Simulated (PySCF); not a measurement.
**A small calculation by hand: chemical shift, span and skew from a shielding tensor**

C2H8BP, SMILES CB(C)P. Atoms are numbered in the order given.

```xyz
12

B      0.2377    -0.2984     0.2219
C      1.6265    -0.7873    -0.3345
H      1.7517    -1.8733    -0.1769
H      2.4199    -0.3110     0.2740
H      1.8318    -0.5557    -1.3903
C     -0.2711    -0.7903     1.6278
H     -0.7695    -1.7648     1.4508
H     -1.0174    -0.1410     2.1111
H      0.5488    -0.9929     2.3375
P     -0.7542     1.0291    -0.7313
H     -2.0917     0.6346    -0.4456
H     -0.6810     0.5252    -2.0603
```
Charge 0, spin multiplicity 1.

Coordinates come from a B3LYP-D3(BJ)/def2-SVP optimisation. The values are those of a single conformer.

GIAO shieldings from PBE/pcSseg-1 (PySCF), non-relativistic, no solvent. The symmetric part of the tensor of P10 has the principal values 414.3, 431.8, 577.7 ppm. The same nucleus in PH3 has σ = 576.8 ppm at this level (PySCF, at its B3LYP-D3(BJ)/def2-TZVP geometry).

Task: Work out the isotropic shielding, the ³¹P shift against PH3, the span and the skew.

Result: 
σ(iso) = (σ11 + σ22 + σ33)/3 = 474.6 ppm. δ = σ(ref) − σ(iso) = 576.8 − (474.6) = 102.2 ppm.
Span Ω = σ33 − σ11 = 163.4 ppm. Skew κ = 3(σ(iso) − σ22)/Ω = 0.79. Tumbling in solution averages the tensor to δ; in a static solid the shielding alone would spread this spin-1/2 line over Ω.
